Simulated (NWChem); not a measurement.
Species: CH₆FNSi; SMILES C[SiH](N)F

```xyz
10

Si     0.0709    -0.0482    -0.3447
C     -0.9748     1.4099     0.1833
N     -0.6580    -1.5044     0.2110
F      1.5707     0.1959     0.2381
H      0.2206    -0.1800    -1.8151
H     -1.9617     1.3705    -0.2908
H     -1.1234     1.4188     1.2701
H     -0.5012     2.3591    -0.0905
H     -0.9739    -1.5866     1.1704
H     -0.3353    -2.3989    -0.1383
```
Atoms are numbered in this order, from 1.

Program: NWChem. Medium grid unless said otherwise, to which SCAN and Minnesota functionals are sensitive. The geometry was optimised at B3LYP/6-31G* (spherical d). Total energies of different functionals are on different scales.

```csv
level,energy (Ha),highest occupied level (eV),orbital gap (eV),dipole (D)
PBE/def2-TZVP,-485.6366,-6.41,6.44,1.70
B3LYP/def2-TZVP,-486.0416,-7.65,8.16,1.70
"LDA (Slater exchange, VWN5)/def2-TZVP",-483.3774,-6.60,6.49,1.75
BLYP/def2-TZVP,-485.9552,-6.29,6.29,1.68
M06-2X/def2-TZVP,-485.9136,-9.43,10.87,1.67
PBE0/def2-TZVP,-485.6793,-7.92,8.77,1.72
```
